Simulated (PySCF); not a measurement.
Saddle point of ZnH₂ClF, singlet (ZnHCl ([Cl][ZnH]) + HF → ZnClF + H₂; bonds formed: Zn1–F5, H2–H4; bonds broken: Zn1–H2, H4–F5), PBE0-D4/def2-TZVP structure:

```
5
angstrom
Zn -0.3962 -0.0280 -0.3858
H 0.5513 -1.0054 0.7347
Cl -1.8841 -0.0073 -1.8587
H 0.8765 -0.0837 0.8812
F 0.8524 1.1245 0.6286
```

Energies are electronic, without zero-point energy. Barriers and step energies count from the start structure reached by relaxing down the imaginary mode; all methods use the PBE0-D4 structures, on which another method's saddle can fall below an end. Computed with PySCF 2.14 with density fitting (its default auxiliary sets; JK sets also for MP2 and CCSD(T)) (basis: def2-TZVPP, with def2-QZVPP for the basis limit); correlated methods freeze the cores. The 3s and 3p shells of Cu and Zn are frozen; filled d shells are correlated. B3LYP uses VWN-RPA correlation. Extrapolation: Hartree–Fock as exp(−7.88 √X), correlation as X^−2.97.

```json
{"method": "SPW92", "barrier (kcal/mol)": "?", "step energy (kcal/mol)": "-1.71"}
{"method": "PBE-D4", "barrier (kcal/mol)": "?", "step energy (kcal/mol)": "-4.80"}
{"method": "r2SCAN-D4", "barrier (kcal/mol)": "14.83", "step energy (kcal/mol)": "-5.77"}
{"method": "PBE0-D4", "barrier (kcal/mol)": "16.50", "step energy (kcal/mol)": "-3.93"}
{"method": "B3LYP-D4", "barrier (kcal/mol)": "17.57", "step energy (kcal/mol)": "-5.52"}
{"method": "BHLYP-D4", "barrier (kcal/mol)": "19.72", "step energy (kcal/mol)": "-5.17"}
{"method": "wB97M-V", "barrier (kcal/mol)": "18.39", "step energy (kcal/mol)": "-4.38"}
{"method": "HF", "barrier (kcal/mol)": "?", "step energy (kcal/mol)": "-5.91"}
{"method": "MP2", "barrier (kcal/mol)": "18.16", "step energy (kcal/mol)": "-5.62"}
{"method": "CCSD", "barrier (kcal/mol)": "19.91", "step energy (kcal/mol)": "-4.82"}
{"method": "CCSD(T)", "barrier (kcal/mol)": "18.42", "step energy (kcal/mol)": "-4.95"}
```

**Question.** Fill in the withheld barriers. (To be estimated.)

**Answer.** By the calculation: SPW92 10.19; PBE-D4 14.18; HF 25.30 kcal/mol. Each is the energy of the saddle less that of the start structure, by the same method.

For comparison, the barrier by CCSD(T) at an estimated basis limit (MP2 extrapolated from triple and quadruple zeta, plus CCSD(T) − MP2 in triple zeta) is 17.06 kcal/mol.

T1 diagnostic: at most 0.016.

Labels in which every atom is bracketed show which atoms are joined, not bond orders.

For scale, one of the runs: CCSD(T)/def2-TZVPP, 165 basis functions, launched by `OMP_NUM_THREADS=4 python run.py`. Time: 3 min of wall clock on 4 CPU threads of an Arm Neoverse V2; the host was shared. Peak host memory: 1.6 GiB.
